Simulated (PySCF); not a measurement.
C2H3ClFNSi, SMILES C#C[Si@@](N)(F)Cl.

The structure is a stationary point at B3LYP-D3(BJ)/def2-SVP. The structure was generated by enumeration; whether it is a known compound was not checked. The values are those of a single conformer.

Computed with TDA-PBE/def2-SVPD run with PySCF.

Vertical excitations. The molecule is in vacuum.

Computed lowest excited states:
```csv
state,energy (eV),λ (nm),f,main pairs
S1,5.27,235,0.002,HOMO→LUMO 97 %
S2,5.74,216,0.037,HOMO→LUMO+1 91 %
S3,6.01,206,0.001,"HOMO−2→LUMO 66 %, HOMO−1→LUMO 23 %, HOMO−1→LUMO+1 11 %"
S4,6.22,199,0.015,"HOMO−1→LUMO 30 %, HOMO−2→LUMO+1 26 %, HOMO−2→LUMO 23 %, HOMO−1→LUMO+1 20 %"
S5,6.27,198,0.004,"HOMO−1→LUMO+1 62 %, HOMO−2→LUMO+1 25 %, HOMO−1→LUMO 10 %"
S6,6.50,191,0.021,HOMO→LUMO+2 96 %
S7,6.63,187,0.001,HOMO−3→LUMO 94 %
S8,6.74,184,0.025,HOMO−4→LUMO 89 %
S9,6.89,180,0.013,HOMO−3→LUMO+1 90 %
S10,6.98,178,0.033,HOMO−4→LUMO+1 88 %
T1,4.85,255,0,"HOMO−1→LUMO 49 %, HOMO−2→LUMO+1 20 %, HOMO→LUMO+1 13 %"
T2,5.09,244,0,HOMO→LUMO 83 %
T3,5.23,237,0,"HOMO→LUMO+1 47 %, HOMO−1→LUMO 31 %, HOMO−2→LUMO+1 14 %"
T4,5.42,229,0,"HOMO−2→LUMO 46 %, HOMO−1→LUMO+1 26 %, HOMO→LUMO 16 %"
```
Triplets are in the Tamm–Dancoff approximation.
